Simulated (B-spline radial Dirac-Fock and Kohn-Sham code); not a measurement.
# Form factor and incoherent scattering function of Yb

System: atomic ytterbium in the configuration [Xe] 4f13 6s2 6p1 (not the ground configuration).

Input of the calculation (task.json; shells as n, l, electrons):

```json
{"items": [{
  "Z": 70,
  "q": 0,
  "cfg": [[1, 0, 2], [2, 0, 2], [2, 1, 6], [3, 0, 2], [3, 1, 6], [3, 2, 10], [4, 0, 2], [4, 1, 6], [4, 2, 10], [4, 3, 13], [5, 0, 2], [5, 1, 6], [6, 0, 2], [6, 1, 1]],
  "A": 174,
  "rrms": 5.3108,
  "do": ["scatter"],
  "s": [0.0, 0.08, 0.1, 0.12, 0.15, 0.18, 0.22, 0.27, 0.33, 0.4, 0.49, 0.59, 0.72, 0.88, 1.07, 1.3, 1.59, 1.93, 2.35, 2.87, 3.49, 4.25, 5.18],
  "pz": [0, 0.1, 0.15, 0.21, 0.31, 0.45, 0.66, 0.96, 1.4, 2.1, 3.0, 4.4, 6.4, 9.3, 14.0, 20.0, 29.0, 42.0, 61.0, 90.0, 130.0],
  "hv_scatter": [1000, 8047.8, 10000, 20000, 30000, 100000, 500000, 1000000]
}]}
```

Command: `python xray_run.py task.json out`

Calculated with a radial B-spline solver, using Dirac-Fock orbitals of the configuration average with a finite nucleus. f₀ is the Fourier transform of the spherical electron density, S the Waller-Hartree incoherent function, and s = sin θ/λ. The electron scattering factor follows from the Mott-Bethe formula f_e = 0.023934 Å⁻¹·(Z − f₀)/s².

| s (Å⁻¹) | f₀ | S | f_e (Å) |
| --- | --- | --- | --- |
| 0 | 70.000 | 0.000 | – |
| 0.08 | 66.710 | 3.762 | 12.303 |
| 0.1 | 65.415 | 4.916 | 10.975 |
| 0.12 | 64.112 | 6.000 | 9.786 |
| 0.15 | 62.176 | 7.554 | 8.323 |
| 0.18 | 60.242 | 9.075 | 7.208 |
| 0.22 | 57.624 | 11.057 | 6.120 |
| 0.27 | 54.289 | 13.409 | 5.158 |
| 0.33 | 50.323 | 16.049 | 4.325 |
| 0.4 | 45.971 | 18.928 | 3.594 |
| 0.49 | 41.022 | 22.264 | 2.889 |
| 0.59 | 36.354 | 25.474 | 2.313 |
| 0.72 | 31.327 | 29.103 | 1.785 |
| 0.88 | 26.398 | 33.044 | 1.348 |
| 1.07 | 22.057 | 37.153 | 1.002 |
| 1.3 | 18.557 | 41.511 | 0.729 |
| 1.59 | 15.812 | 46.119 | 0.513 |
| 1.93 | 13.503 | 50.205 | 0.363 |
| 2.35 | 10.965 | 53.757 | 0.256 |
| 2.87 | 8.322 | 56.868 | 0.179 |
| 3.49 | 6.291 | 59.577 | 0.125 |
| 4.25 | 5.052 | 61.995 | 0.086 |
| 5.18 | 4.215 | 64.086 | 0.059 |

f₀ starts at the number of electrons, 70, and has fallen to half at s ≈ 0.63 Å⁻¹. The sum of ⟨r²⟩ over the electrons is 91.49 bohr². It fixes the forward electron scattering factor, f_e(0) = (a₀/3)Σ⟨r²⟩ = 16.139 Å.
